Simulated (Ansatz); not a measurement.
System: LiH, net charge -1, doublet state. 
Coordinates optimised at B3LYP-D3(BJ)/def2-TZVP (Ansatz, a quantum-chemistry and plane-wave program):
```xyz
2

Li     0.0000     0.0000    -0.4240
H      0.0000     0.0000     1.2720
```
Charge -1, spin multiplicity 2.

Basis-set convergence of Hartree-Fock and CCSD correlation energies (hartree) with Ansatz. Valence correlation only, unless marked. Open shells are spin-unrestricted. Spin-orbit coupling is left out. No relativistic terms. This anion needs diffuse functions, which these sets lack.

| basis | functions | E(HF) | E(corr, CCSD) |
|---|---|---|---|
| def2-SVP | 14 | -7.96710 | -0.02714 |
| def2-TZVPP | 33 | -7.98171 | -0.03654 |
| def2-QZVPP | 65 | ___ | ___ |

Q: Some entries are withheld; supply them.

A: 
- def2-QZVPP, E(HF): -7.99371
- def2-QZVPP, E(corr, CCSD): -0.03834
